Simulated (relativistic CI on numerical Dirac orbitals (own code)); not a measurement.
# One change at a time: As17+

Base calculation: Dirac-Coulomb-Breit CI, orbitals from a KLI potential per configuration, QED by a radiative potential, unscaled Slater integrals.

CI space (outside the closed core [Ne]): 3s2 3p4, 3s 3p5, 3s2 3p3 3d, 3p6, 3s 3p4 3d, 3p5 3d, 3s 3p3 3d2, 3s2 3p3 4s, 3s2 3p2 3d 4p, 3p5 4s, 3s2 3p3 4p, 3p5 4p, 3s 3p3 3d 4s, 3s2 3p3 4d, 3s 3p4 4s, 3s2 3p3 4f, 3s 3p4 4p, 3p4 3d 4p, 3s 3p4 4d, 3s 3p4 4f, 3s2 3p3 5s, 3s2 3p3 5p, 3s2 3p2 4s 4p, 3s2 3p3 5d, 3s2 3p3 5f, 3s2 3p3 5g, 3s 3p3 4s2, 3s 3p4 5s, 3s 3p4 5p, 3s2 3p2 3d2, 3s2 3p 3d3, 3s 3p2 3d3, 3s2 3p 3d2 4s, 3s2 3p 3d2 4p, 3s2 3p 3d2 4d, 3p4 3d2, 3p3 3d3, 3p3 3d2 4s, 3p3 3d2 4p, 3p3 3d2 4d, 3s2 3p2 3d 4s, 3s 3p2 3d2 4s, 3s2 3p 3d 4s2, 3s2 3p 3d 4s 4p, 3s2 3p 3d 4s 4d, 3p4 3d 4s, 3p3 3d 4s2, 3p3 3d 4s 4p, 3p3 3d 4s 4d, 3s2 3p2 4s2, 3s 3p2 3d 4s2, 3s2 3p 4s2 4p, 3s2 3p 4s2 4d, 3s2 3p2 4p2, 3s2 3p 3d 4p2, 3s 3p2 3d 4p2, 3s2 3p 4s 4p2, 3s2 3p 4p3, 3s2 3p 4p2 4d. Double excitations out of closed p, d and f shells are left out; levels of such configurations are missing from the list, as are those of other unlisted configurations, and high levels can miss mixing partners. These lack a partner that the ground configuration has and come out too high: 3s2 3p3 4f, 3s 3p4 4p, 3s 3p4 4d, 3s 3p4 4f, 3s2 3p3 5s.

The lowest level and the first level of each name with at least 55 % of one term (blank where a level has no safe partner in the second run):

```csv
Level,Base (cm⁻¹),Shift (cm⁻¹)
3s2 3p4 3P_2,0,0
3s2 3p4 3P_0,37646,+2337
3s2 3p4 3P_1,48881,+334
3s2 3p4 1D_2,83398,+2883
3s2 3p4 1S_0,165129,+10396
3s 3p5 3P°_2,459123,+62573
3s 3p5 3P°_1,488469,+67320
3s 3p5 3P°_0,513408,+67039
3s2 3p3 3d 5D°_2,605230,-14207
3s2 3p3 3d 5D°_0,605319,-15456
3s2 3p3 3d 5D°_3,605571,-13455
3s2 3p3 3d 5D°_1,606807,-15703
3s2 3p3 3d 5D°_4,611999,-13765
3s2 3p3 3d 3D°_3,656628,-10096
3s2 3p3 3d 3D°_1,661226,-9158
3s2 3p3 3d 1S°_0,671087,-3273
3s2 3p3 3d 3F°_3,673520,-9914
3s2 3p3 3d 3F°_4,686686,-11032
3s2 3p3 3d 3G°_3,698243,-12648
3s2 3p3 3d 3G°_5,720003,-13822
3s2 3p3 3d 1G°_4,721757,-12098
3s2 3p3 3d 1D°_2,738094,-9573
```

At this charge energies of transitions that change n are usually good to better than 1 %, and those within a shell (Δn = 0) to a few per cent.

Q: One thing was changed in a second run, which moved the levels as shown. Which?
A. Breit term removed
B. QED terms removed
C. P86 correlation estimate
D. configuration mixing switched off

A: D. Configuration mixing switched off. Without mixing, levels that were pushed by configurations of the same parity and J return to their single-configuration places.

LS names give the leading component of a level, which can be under half, so a name can repeat, a term be missing and a line seem to break the LS rules.
